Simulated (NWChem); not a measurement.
BH3S2; SMILES SBS

```xyz
6

B      0.0000     0.0000    -0.6847
H      0.0000     0.0000    -1.8733
S     -1.5554     0.0000     0.2349
H     -2.3756     0.0000    -0.8362
S      1.5554     0.0000     0.2349
H      2.3756     0.0000    -0.8362
```
Atoms are numbered in this order, from 1.

All runs: NWChem. Pople sets run with spherical d functions. Coordinates come from a B3LYP/6-31G* (spherical d) optimisation. Vzz is the largest principal value of the second derivative of the potential at the nucleus (NWChem prints the opposite sign); η is the asymmetry. Non-relativistic.

| level | Vzz B1 (a.u.) | η B1 | Vzz S5 (a.u.) | η S5 | relative time |
|---|---|---|---|---|---|
| B3LYP/6-31G* | 0.329 | 0.44 | 1.701 | 0.69 | 1 |
| B3LYP/def2-SVP | 0.329 | 0.33 | 1.730 | 0.64 | 1 |
| PBE/def2-TZVP | 0.338 | 0.44 | 1.729 | 0.55 | 5 |
| PBE/6-31G* | 0.288 | 0.50 | 1.623 | 0.69 | 1 |

Times are rough ratios from one shared machine.
